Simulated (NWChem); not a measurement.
# C5H10; SMILES C(C=C)CC

```xyz
15

C     -0.2234    -2.3276    -0.2841
C     -0.3544    -1.1202     0.2684
C      0.7465    -0.1152     0.4148
C      0.5402     1.1731    -0.3908
C     -0.6763     1.9906     0.0184
H      0.7399    -2.6768    -0.6718
H     -1.0694    -3.0153    -0.3670
H     -1.3422    -0.8241     0.6443
H      1.7009    -0.5805     0.1184
H      0.8487     0.1524     1.4835
H      0.4718     0.9152    -1.4618
H      1.4463     1.7936    -0.2845
H     -0.6332     2.2674     1.0847
H     -1.6163     1.4404    -0.1432
H     -0.7421     2.9233    -0.5624
```
Atoms are numbered in this order, from 1.

Program: NWChem. Pople sets run with spherical d functions. Coordinates come from a PBE0/def2-SVP optimisation. Total energies compare along this basis series because the functional is fixed.

| level | basis functions | energy (Ha) | highest occupied level (eV) | orbital gap (eV) | dipole (D) | relative time |
|---|---|---|---|---|---|---|
| B3LYP/STO-3G | 35 | -194.1696 | -5.33 | 8.71 | 0.33 | 1 |
| B3LYP/3-21G | 65 | -195.4679 | -6.84 | 7.60 | 0.35 | 1 |
| B3LYP/6-31G* | 90 | -196.5296 | -6.78 | 7.43 | 0.35 | 3 |
| B3LYP/6-31+G* | 110 | -196.5380 | -7.05 | 7.00 | 0.44 | 5 |
| B3LYP/def2-SVP | 120 | -196.3923 | -7.02 | 7.33 | 0.39 | 4 |
| B3LYP/def2-SVPD | 180 | -196.4050 | -7.15 | 7.13 | 0.43 | 8 |
| B3LYP/def2-TZVP | 215 | -196.6117 | -7.11 | 7.14 | 0.43 | 10 |
| B3LYP/6-311++G** | 180 | -196.5923 | -7.13 | 6.84 | 0.44 | 8 |

The last column is a rough cost ratio, cheapest run = 1.
